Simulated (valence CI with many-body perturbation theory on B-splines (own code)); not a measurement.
E1 line list for Kr⁵⁺

Computed by valence CI with perturbative core correlation (CI+MBPT): three valence electrons over a frozen Dirac-Fock core [Ar] 3d10, radial functions for each j: 11 s, 11 p, 9 d, 7 f, 5 g, 2 h, 1 i, with the one-electron correlation potential Σ1, the two-electron term Σ2, the three-electron term Σ3, Breit, model QED; selected CI, second order for the rest, scaled by the run's own slope (own B-spline code, finite nucleus).

Set against measurement, 39 paired levels are off by 174 cm⁻¹ on average, the worst by 872. These come from a selection out of Saloman, J. Phys. Chem. Ref. Data 36, 215 (2007). Levels without a partner in it may be off by more. 4 measured levels below the end of the list, from 390595 cm⁻¹ on, found no clear computed partner, and computed levels of the same name lie up to 2816 cm⁻¹ from them.

Lines 201 to 250 of 268 in falling wavelength, among levels below 462580 cm⁻¹, chosen from the strongest by gf and those to the six lowest levels. Wavelengths and rates use the calculated energies, so an error of 200 cm⁻¹ moves a line at 415.5 Å by 0.083 % and its rate by three times that or more. Electric multipoles are in the length gauge, E1 and E2 with the static RPA response of the core. Weak lines are less certain than strong ones. Lines between different terms over intervals too small for the method are left out, as are lines whose strength nearly cancels. Where a level lies close to another of its J and parity, the split of strength between their lines is uncertain. The highest levels of a list are the least certain.

Names give the largest LS component (configuration and term), which can be under half, so a name can repeat, a term be missing and a line seem to break the LS rules; names also repeat where a configuration has a term twice. Letters in brackets count levels of one name in rising energy.

| λ vac (Å) | λ from measured levels | Upper | Lower | A (s⁻¹) | S (a.u.) |
| --- | --- | --- | --- | --- | --- |
| 415.5 | 414.3 | 4s.4p.4d 2F°_5/2 [a] | 4s.4p2 4P_3/2 | 5.49e+07 | 1.17e-02 |
| 415.1 |  | 4s2.4f 2F°_7/2 | 4s.4p2 4P_5/2 | 2.83e+07 | 7.99e-03 |
| 410.6 | 410.6 | 4s.4p.4d 2F°_7/2 [a] | 4s.4p2 4P_5/2 | 2.03e+08 | 5.55e-02 |
| 400.1 |  | 4s.4p.5s 4P°_1/2 | 4s.4p2 2D_3/2 | 1.46e+08 | 9.23e-03 |
| 397.7 |  | 4s.4p.4d 2D°_3/2 [b] | 4s.4p2 2D_3/2 | 6.71e+07 | 8.32e-03 |
| 397.3 |  | 4s.4p.4d 2P°_1/2 [b] | 4s.4p2 2D_3/2 | 1.05e+08 | 6.49e-03 |
| 396.1 |  | 4s.4p.5s 4P°_3/2 | 4s.4p2 2D_3/2 | 2.95e+08 | 3.62e-02 |
| 395.0 |  | 4s.4p.4d 2D°_5/2 [b] | 4s.4p2 2D_3/2 | 2.47e+08 | 4.51e-02 |
| 394.9 |  | 4s.4p.4d 2P°_3/2 [b] | 4s.4p2 2D_3/2 | 2.04e+08 | 2.49e-02 |
| 390.5 | 390.7 | 4s.4p.4d 2F°_7/2 [b] | 4s.4p2 2D_5/2 | 6.47e+09 | 1.52e+00 |
| 387.5 | 387.7 | 4s.4p.4d 2F°_5/2 [b] | 4s.4p2 2D_3/2 | 6.62e+09 | 1.14e+00 |
| 387.5 | 387.7 | 4s.4p.5s 4P°_5/2 | 4s.4p2 2D_3/2 | 1.18e+07 | 2.03e-03 |
| 385.9 | 385.6 | 4s.4p.5s 2P°_3/2 [b] | 4s.4p2 2P_3/2 | 4.56e+09 | 5.18e-01 |
| 383.0 | 382.0 | 4s.4p.5s 2P°_1/2 [a] | 4s.4p2 2D_3/2 | 1.21e+10 | 6.69e-01 |
| 382.4 | 382.0 | 4s2.6p 2P°_1/2 | 4s.4p2 2P_1/2 | 3.79e+09 | 2.10e-01 |
| 380.0 | 380.1 | 4s.4p.4d 2P°_3/2 [a] | 4s.4p2 4P_3/2 | 1.58e+07 | 1.71e-03 |
| 376.1 | 376.2 | 4s.4p.5s 2P°_3/2 [a] | 4s.4p2 2D_5/2 | 1.20e+10 | 1.26e+00 |
| 375.2 | 375.3 | 4s.4p.4d 2P°_3/2 [a] | 4s.4p2 4P_1/2 | 6.27e+07 | 6.54e-03 |
| 374.6 | 374.7 | 4s.4p.5s 2P°_3/2 [a] | 4s.4p2 2D_3/2 | 1.14e+09 | 1.18e-01 |
| 374.1 |  | 4s2.6p 2P°_3/2 | 4s.4p2 2P_3/2 | 2.80e+09 | 2.89e-01 |
| 374.0 | 374.2 | 4s2.5s 2S_1/2 | 4s2.4p 2P°_3/2 | 1.28e+10 | 6.59e-01 |
| 363.0 | 363.1 | 4s2.5s 2S_1/2 | 4s2.4p 2P°_1/2 | 6.10e+09 | 2.88e-01 |
| 360.1 |  | 4s.4p.4d 2D°_3/2 [b] | 4s.4p2 4P_5/2 | 4.26e+08 | 3.93e-02 |
| 358.8 |  | 4s.4p.5s 4P°_3/2 | 4s.4p2 4P_5/2 | 5.37e+09 | 4.90e-01 |
| 357.8 |  | 4s.4p.4d 2P°_3/2 [b] | 4s.4p2 4P_5/2 | 4.01e+08 | 3.62e-02 |
| 356.6 |  | 4s.4p.5s 4P°_1/2 | 4s.4p2 4P_3/2 | 1.08e+10 | 4.85e-01 |
| 354.6 |  | 4s.4p.4d 2D°_3/2 [b] | 4s.4p2 4P_3/2 | 5.07e+07 | 4.47e-03 |
| 354.3 |  | 4s.4p.4d 2P°_1/2 [b] | 4s.4p2 4P_3/2 | 8.62e+07 | 3.78e-03 |
| 353.4 |  | 4s.4p.5s 4P°_3/2 | 4s.4p2 4P_3/2 | 1.46e+09 | 1.27e-01 |
| 352.9 | 353.1 | 4s.4p.4d 2F°_7/2 [b] | 4s.4p2 4P_5/2 | 5.91e+07 | 1.03e-02 |
| 352.4 |  | 4s.4p.4d 2P°_3/2 [b] | 4s.4p2 4P_3/2 | 1.49e+08 | 1.28e-02 |
| 352.4 |  | 4s.4p.5s 4P°_1/2 | 4s.4p2 4P_1/2 | 2.18e+09 | 9.43e-02 |
| 351.8 | 352.0 | 4s.4p.4d 2F°_5/2 [b] | 4s.4p2 4P_5/2 | 9.25e+07 | 1.19e-02 |
| 351.7 | 351.9 | 4s.4p.5s 4P°_5/2 | 4s.4p2 4P_5/2 | 8.97e+09 | 1.16e+00 |
| 350.5 |  | 4s.4p.4d 2D°_3/2 [b] | 4s.4p2 4P_1/2 | 3.47e+08 | 2.95e-02 |
| 349.2 |  | 4s.4p.5s 4P°_3/2 | 4s.4p2 4P_1/2 | 4.55e+09 | 3.82e-01 |
| 348.3 |  | 4s.4p.4d 2P°_3/2 [b] | 4s.4p2 4P_1/2 | 4.25e+08 | 3.54e-02 |
| 346.5 | 346.7 | 4s.4p.5s 4P°_5/2 | 4s.4p2 4P_3/2 | 3.88e+09 | 4.79e-01 |
| 342.9 | 342.2 | 4s.4p.5s 2P°_1/2 [a] | 4s.4p2 4P_3/2 | 5.29e+07 | 2.11e-03 |
| 336.1 | 336.3 | 4s.4p.5s 2P°_3/2 [a] | 4s.4p2 4P_3/2 | 7.33e+07 | 5.50e-03 |
| 333.0 | 332.9 | 4s2.6p 2P°_1/2 | 4s.4p2 2D_3/2 | 3.36e+09 | 1.22e-01 |
| 332.9 | 332.8 | 4s.4p.5s 2P°_3/2 [b] | 4s.4p2 2D_5/2 | 2.50e+09 | 1.82e-01 |
| 332.4 | 332.6 | 4s.4p.5s 2P°_3/2 [a] | 4s.4p2 4P_1/2 | 4.94e+07 | 3.58e-03 |
| 331.7 | 331.7 | 4s.4p.5s 2P°_3/2 [b] | 4s.4p2 2D_3/2 | 4.58e+08 | 3.30e-02 |
| 323.4 |  | 4s.4p.5s 2P°_1/2 [b] | 4s.4p2 2D_3/2 | 2.27e+09 | 7.59e-02 |
| 322.9 |  | 4s2.6p 2P°_3/2 | 4s.4p2 2D_3/2 | 2.68e+08 | 1.78e-02 |
| 255.3 |  | 4s2.5d 2D_3/2 | 4s2.4p 2P°_3/2 | 6.18e+07 | 2.03e-03 |
| 255.1 |  | 4s2.5d 2D_5/2 | 4s2.4p 2P°_3/2 | 4.31e+08 | 2.12e-02 |
| 250.1 |  | 4s2.5d 2D_3/2 | 4s2.4p 2P°_1/2 | 4.87e+08 | 1.50e-02 |
| 241.1 |  | 4s2.6s 2S_1/2 | 4s2.4p 2P°_3/2 | 5.31e+09 | 7.35e-02 |
